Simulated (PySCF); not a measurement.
Working with the constants of In2

UHF-CCSD(T) constants of In2, ³Πu (triplet), unpaired electrons σ ↑, π ↑ (In cc-pVDZ-PP with ECP28; scalar-relativistic core potentials (PySCF 2.14); masses 114.9039 and 114.9039 u):

| Quantity | Value |
| --- | --- |
| ωe | 116.2 cm⁻¹ |
| ωexe | 0.315 cm⁻¹ |
| Be | 0.030923 cm⁻¹ |
| αe | 0.000113 cm⁻¹ |
| D (centrifugal) | 8.76e-09 cm⁻¹ |
| De to In + In | 1.06 eV |

Q: Give the vibrational terms G(v) and spacings up to v = 6.

A: G(v) = ωe(v+½) − ωexe(v+½)².

```csv
v,G(v) (cm⁻¹),G(v) − G(v−1),Bv (cm⁻¹)
0,58.0,,0.03087
1,173.6,115.6,0.03075
2,288.5,114.9,0.03064
3,402.8,114.3,0.03053
4,516.5,113.7,0.03041
5,629.6,113.1,0.03030
6,742.0,112.4,0.03019
```

Q: How well does the Morse estimate ωe²/(4ωexe) reproduce De, and what is D0?

A: It gives 1.33 eV, 125 % of the computed De. D0 = De − G(0) = 1.06 − 0.01 = 1.05 eV.

Correlated steps freeze 8 core orbitals. Correlated levels converge slowly with the basis: in double zeta they bind strong bonds too weakly, by up to about 1 eV, and carry superposition errors of some tenths. These are scalar-relativistic numbers at best; spin–orbit coupling would shift them, the dissociation energy most. The state was picked by a PBE0 search and need not be the measured ground state.
